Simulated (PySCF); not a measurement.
## Dipole moment and polarisability of `ClC(Cl)C1=C[SiH2]CC1`

Compound: C5H8Cl2Si.
Numbering: `[Cl:1][CH:2]([Cl:3])[C:4]1=[CH:5][SiH2:6][CH2:7][CH2:8]1` (hydrogens: H9 on C2; H10 on C5; H11, H12 on Si6; H13, H14 on C7; H15, H16 on C8)

Cartesian coordinates in Å at the GFN2-xTB level; atoms count from 1:
```xyz
16
C5H8Cl2Si angstrom
Cl     2.910   -1.290   -0.708
C      2.192    0.002    0.295
Cl     2.790    1.583   -0.293
C      0.705   -0.047    0.244
C     -0.054   -0.185    1.330
Si    -1.881   -0.215    0.888
C     -1.472    0.291   -0.906
C      0.029    0.037   -1.094
H      2.581   -0.126    1.306
H      0.377   -0.273    2.314
H     -2.462   -1.555    1.016
H     -2.681    0.768    1.621
H     -1.679    1.352   -1.047
H     -2.049   -0.238   -1.661
H      0.495    0.816   -1.701
H      0.190   -0.911   -1.614
```

Level: wB97X-D/def2-SVPD (PySCF), static field, nuclei fixed, core orbitals frozen in the response. The polarisability tensor in these axes (au):

```
x   129.15   2.67 -14.96
y     2.67  98.80  -1.06
z   -14.96  -1.06 103.02
```

Diagonalise the tensor; give its mean and Δα, where Δα² is half the sum of the squared differences of the eigenvalues.

Principal values 96.21, 98.58 and 136.17 au; mean 110.32 au = 16.35 Å³ = 18.19 × 10⁻⁴⁰ C²·m²/J; Δα = 38.83 au (35 % of the mean).

What is the dipole moment, and where does it point?

(-1.58, -0.16, 0.76) D, 1.76 D in size, pointing from the negative to the positive side. Measured along this direction, the outermost atoms are Cl1 and Cl3 at the negative end and H12 at the positive end.

Give the principal axes and the span of the nuclei along them.

Largest value along (0.91, 0.08, -0.41), where the nuclei span 5.88 Å; middle along (-0.05, 1.00, 0.08), 2.90 Å; least along (0.42, -0.06, 0.91), 4.62 Å. The strongest response lies along the longest span, while the other two are in reverse order.

Sum over states: ᾱ = Σ f/ω², ω in Eh. What share falls to these 8 lowest TDDFT singlets (eV, f)? 6.31, 0.3089; 6.55, 0.0153; 6.75, 0.0463; 6.85, 0.0038; 6.98, 0.0163; 7.02, 0.0024; 7.24, 0.0055; 7.42, 0.0109.

They add up to 7.33 au, 6.6 % of the 110.32 au; the largest single term is 5.75 au, from the state at 6.31 eV. Terms in order: 5.75, 0.26, 0.75, 0.06, 0.25, 0.04, 0.08, 0.15 au. Higher excitations give the rest. The strengths listed sum to 0.409.

What molar refraction does this α imply?

Lorentz–Lorenz: R = (4π/3)N_A α = 2.5225 cm³/(mol·Å³) × 16.35 Å³ = 41.2 cm³/mol, in the limit of long wavelengths.

The structure is a single GFN2-xTB conformer in the gas phase; no vibrational or solvent corrections.

These values come from a run that also computed excited states. Hardware: an Arm Neoverse N1 with one thread, shared host with 64 logical CPUs at a one-minute load of 57. Cost: 2.0 min of wall time, 1.0 GiB resident at most.

wB97X-D is run here without its empirical dispersion term; that term would change no orbital, density or response property at a fixed geometry.
